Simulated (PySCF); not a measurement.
Bonds (- single, = double, # triple, : aromatic): C1-C2, C2-O3, O3-C4, C4-C5, C5-C6, C5-C7. C1 carries H8, H9, H10; C2 carries H11, H12; C4 carries H13, H14; C5 carries H15; C6 carries H16, H17, H18; C7 carries H19, H20, H21.

PySCF 2.14 calculation with geometry: GFN2-xTB and shieldings: GIAO PBE0/pcSseg-1; one averaged value for each set of equivalent atoms, non-relativistic Hamiltonian, one conformer, no solvent.

Scale: 13C vs TMS (reference shieldings calculated alike).

Q: Do the 13C shifts follow the atomic charges (in e)? Tabulate both.

A: 
```tsv
atoms	hybridisation	δ (ppm)	σ para (ppm)	Hirshfeld	IAO	Mulliken	ESP-fitted
C4	sp3	79.8	-142	+0.00	-0.05	+0.13	-0.08
C2	sp3	70.1	-125	+0.01	-0.04	+0.02	+0.36
C5	sp3	33.9	-94	-0.02	-0.09	-0.39	+0.44
C6/C7	sp3	21.6	-83	-0.12	-0.42	-0.22	-0.52
C1	sp3	15.9	-78	-0.13	-0.44	-0.32	-0.26
```

Correlation coefficients of δ with charge over these carbons: Hirshfeld +0.89, IAO +0.86, Mulliken +0.90, ESP-fitted +0.44; with the paramagnetic shielding -1.00. With so few points these coefficients are fragile. Charge is one influence among several: hybridisation and low-lying excitations act through the paramagnetic term.

Shifts are as computed. Against solution values, carbons near 30 ppm lie about +3 ppm off and those near 130 ppm about +5 ppm. Of 1211 compounds with measured shifts, 218 miss one by over three times the rms of a fit or turn the order of signals round; such compounds aren't used in these exercises.
